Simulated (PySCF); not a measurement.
## Hg (mercury, neutral) across methods

[Xe] 4f14 5d10 6s2, closed-shell 1S. Computed with PySCF 2.14 in aug-cc-pwCVTZ-PP with ECP60MDF, with scalar relativity through the core potential.

| method | E (hartree) | mean ε 5p (eV) | mean ε 5d (eV) | mean ε 6s (eV) | Σ⟨r²⟩ (bohr²) | ⟨S²⟩ |
| --- | --- | --- | --- | --- | --- | --- |
| r2SCAN | -153.5713 | -68.700 | -10.264 | -7.004 | 52.79 | 0.000 |
| UHF | -152.54075 | -82.557 | -16.392 | -8.888 | 54.10 | 0.000 |
| LDA | -153.2890 | -66.719 | -10.039 | -7.119 | 53.24 | 0.000 |
| HSE06 | -153.4997 | -70.488 | -11.294 | -7.169 | 53.18 | 0.000 |
| PBE0 | -153.5015 | -70.888 | -11.706 | -7.534 | 53.15 | 0.000 |
| wB97X-V | -153.4645 | -73.133 | -14.142 | -9.550 | 53.21 | 0.000 |
| PBE | -153.5437 | -66.741 | -9.883 | -6.786 | 53.31 | 0.000 |
| wB97M-V | -153.4160 | -73.583 | -14.184 | -9.488 | 53.43 | 0.000 |

Energies and moments cover only the electrons outside the core potential. Spin-orbit coupling, which splits the p, d and f shells strongly at this Z, is absent.
